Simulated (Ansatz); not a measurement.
Basis-set extrapolation for C3H5BClF (`FC1(Cl)CBC1`) (PBE0-D4/def2-TZVP geometry, frozen core, Ansatz 0.2.0). Multiplicity 1, RHF reference.

```tsv
	def2-TZVPP	def2-QZVPP
HF	-700.204821	-700.227947
MP2 correlation	-1.030453	-1.112367
CCSD(T) correlation	-1.120190	not run
```

Energies in hartree. Use E(X) = E(∞) + A·exp(−7.88·√X) for Hartree–Fock and E(X) = E(∞) + B·X^(−2.97) for correlation, with X = 3 and 4, and add CCSD(T) minus MP2 of the smaller set to the MP2 limit.

**Question.** What is the CCSD(T) energy at the basis-set limit?

**Answer.** HF limit: -700.227947 + (-0.023126) × 0.13774 = -700.23113. MP2 limit: -1.112367 + (-0.081914) × 0.74074 = -1.17304. Higher-order term: -1.120190 − (-1.030453) = -0.08974. Total: -701.49391 hartree, 443.4 kJ/mol below CCSD(T)/def2-TZVPP.
